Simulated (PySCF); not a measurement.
Indirect couplings

Molfile (atoms numbered from 1):
```
C3H7GeNO2
     RDKit          3D

 14 14  0  0  0  0  0  0  0  0999 V2000
    2.1460    0.7946   -0.0262 C   0  0  0  0  0  0  0  0  0  0  0  0
    1.6142   -0.2891   -0.3960 N   0  0  0  0  0  0  0  0  0  0  0  0
    0.3654   -0.7049    0.1852 C   0  0  2  0  0  0  0  0  0  0  0  0
   -0.6761   -0.9399   -0.9339 C   0  0  0  0  0  0  0  0  0  0  0  0
   -1.3788    0.2571   -1.1822 O   0  0  0  0  0  0  0  0  0  0  0  0
   -1.4346    1.2035    0.3287 Ge  0  0  0  0  0  4  0  0  0  0  0  0
   -0.1888    0.1853    1.1273 O   0  0  0  0  0  0  0  0  0  0  0  0
    1.7039    1.4500    0.7443 H   0  0  0  0  0  0  0  0  0  0  0  0
    3.0985    1.1036   -0.4797 H   0  0  0  0  0  0  0  0  0  0  0  0
    0.5686   -1.6610    0.6987 H   0  0  0  0  0  0  0  0  0  0  0  0
   -0.1626   -1.2586   -1.8527 H   0  0  0  0  0  0  0  0  0  0  0  0
   -1.3723   -1.7404   -0.6201 H   0  0  0  0  0  0  0  0  0  0  0  0
   -0.9823    2.6485    0.0764 H   0  0  0  0  0  0  0  0  0  0  0  0
   -2.7602    1.0840    1.0959 H   0  0  0  0  0  0  0  0  0  0  0  0
  1  2  2  0
  2  3  1  0
  3  4  1  0
  4  5  1  0
  5  6  1  0
  6  7  1  0
  7  3  1  0
  1  8  1  0
  1  9  1  0
  3 10  1  1
  4 11  1  0
  4 12  1  0
  6 13  1  0
  6 14  1  0
M  END
```

Method: B3LYP/pcJ-1 (pcSseg-1 on Ge) (spin–dipole term only in couplings to heteroatoms)//PBE0-D3(BJ)/def2-SVP, PySCF 2.14; isolated molecule, single conformer, non-relativistic. Couplings are averaged over pairs made equivalent by symmetry, fast rotation or ring inversion, so a value needn't be that of the named pair in this geometry, while other rotamers aren't included; one pair stands for each set, and the list holds a selection of those of at least 1.5 Hz over up to four bonds, among pairs with at least one C or N or H atom (others weren't computed).

Isotopes: ¹³C, ¹H, ¹⁷O, ¹⁵N. Couplings to quadrupolar nuclei such as 17O and 33S are rarely resolved in practice.

```json
{"pair": "C1, N2", "bonds": "1", "J (Hz)": "?"}
{"pair": "C1, H8", "bonds": "1", "J (Hz)": "167.3"}
{"pair": "C1, H9", "bonds": "1", "J (Hz)": "189.1"}
{"pair": "N2, C3", "bonds": "1", "J (Hz)": "?"}
{"pair": "C3, C4", "bonds": "1", "J (Hz)": "?"}
{"pair": "C3, O7", "bonds": "1", "J (Hz)": "28.9"}
{"pair": "C3, H10", "bonds": "1", "J (Hz)": "169.8"}
{"pair": "C4, O5", "bonds": "1", "J (Hz)": "24.9"}
{"pair": "C4, H11", "bonds": "1", "J (Hz)": "160.0"}
{"pair": "C4, H12", "bonds": "1", "J (Hz)": "149.9"}
{"pair": "N2, C4", "bonds": "2", "J (Hz)": "-4.2"}
{"pair": "C3, H12", "bonds": "2", "J (Hz)": "1.5"}
{"pair": "O5, H11", "bonds": "2", "J (Hz)": "-13.9"}
{"pair": "O5, H12", "bonds": "2", "J (Hz)": "-6.0"}
{"pair": "O7, H10", "bonds": "2", "J (Hz)": "?"}
{"pair": "H13, H14", "bonds": "2", "J (Hz)": "71.2"}
{"pair": "C1, C4", "bonds": "3", "J (Hz)": "?"}
{"pair": "C1, O7", "bonds": "3", "J (Hz)": "-6.2"}
{"pair": "C1, H10", "bonds": "3", "J (Hz)": "6.1"}
{"pair": "N2, H12", "bonds": "3", "J (Hz)": "?"}
{"pair": "C3, H9", "bonds": "3", "J (Hz)": "17.4"}
{"pair": "C4, H13", "bonds": "3", "J (Hz)": "?"}
{"pair": "O5, H10", "bonds": "3", "J (Hz)": "?"}
{"pair": "C4, H9", "bonds": "4", "J (Hz)": "-1.8"}
{"pair": "H8, H10", "bonds": "4", "J (Hz)": "-3.5"}
{"pair": "H12, H13", "bonds": "4", "J (Hz)": "-1.7"}
```

Estimate the withheld couplings, with signs.

Results:


- ¹J(C1,N2) = -6.7 Hz (bond length 1.263 Å)
- ¹J(N2,C3) = 6.5 Hz (bond length 1.439 Å)
- ¹J(C3,C4) = 40.3 Hz (bond length 1.547 Å)
- ²J(O7,H10) = -15.4 Hz (angle at C3 108°)
- ³J(C1,C4) = 3.3 Hz (dihedral angle 124°)
- ³J(N2,H12) = -5.0 Hz (dihedral angle 149°)
- ³J(C4,H13) = 2.0 Hz (dihedral angle 130°)
- ³J(O5,H10) = -1.6 Hz (dihedral angle 154°)

Relativistic effects of the heavier atoms present are left out.
